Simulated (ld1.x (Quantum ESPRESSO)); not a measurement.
# Ranking TM potentials for platinum (Pt)

All share these settings but for the change named:

ld1.x (Quantum ESPRESSO) 7.5 input, shortened:

```
&input
   title='Pt', zed=78., rel=1, dft='REVPBE', iswitch=3,
   config='[Xe] 4f14 5d10 6s0 6p0'
 /
 &inputp
   pseudotype=2, tm=.true., lloc=-1, rcloc=1.50,
   nlcc=.false.
 /
3
5S  1  0   2.00   0.00  1.60  1.60  0.0
5P  2  1   6.00   0.00  1.80  1.80  0.0
5D  3  2  10.00   0.00  1.75  1.75  0.0
 &test
   configts(1)='5s2 5p6 5d10 6s0 6p0'
 /
```

Cutoff: the first of the cutoffs (Ry, on a coarse ladder) from which the occupation-weighted sum of valence levels, in a spherical-Bessel basis at the reference potential, stays within 10 and 1 mRy of its value at 400 Ry; the density cutoff is not measured.

The base gives 55 Ry.

Of 9 variants that were run, those that failed, showed a ghost or another fault, or gave nearly equal values are left out.

A variant can come out equal or close to the base.

**Question.** Rank these variants from softest to hardest (loose cutoff).
A. wave 5d (bound): rc 1.75 bohr becomes 5d (bound): rc 1.14 bohr
B. wave 5d (bound): rc 1.75 bohr becomes 5d (bound): rc 2.62 bohr
C. wave 5d (bound): rc 1.75 bohr becomes 5d (bound): rc 1.34 bohr

**Answer.** B (55 Ry), C (70 Ry), A (80 Ry).
